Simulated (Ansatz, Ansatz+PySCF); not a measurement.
```yaml
atoms:
  - { symbol: C, position_ang: [-0.3078, 0.5655, -0.0325] }
  - { symbol: O, position_ang: [0.4125, -0.6154, 0.1102] }
  - { symbol: H, position_ang: [0.2212, 1.3466, 0.5108] }
  - { symbol: H, position_ang: [-0.3891, 0.8801, -1.0781] }
  - { symbol: H, position_ang: [-1.3182, 0.4910, 0.3832] }
  - { symbol: H, position_ang: [-0.0173, -1.3118, -0.3593] }
```

Basis set: def2-SVP (spherical functions). Correlated methods keep 2 orbitals frozen. Charge 0, multiplicity 3.

Computed with Ansatz (development build ahead of 0.2.0); each method stands on the lowest determinant of its kind that the runs found.

The atomization energy at this shape (free ground-state atoms in the same class of orbitals less the molecule, no zero-point energy) of triplet CH₄O:

```tsv
method	atomization energy
UHF	9.22 eV
```

What does UHF-MP2 give?

13.27 eV. Caution: another spin multiplicity may lie lower.
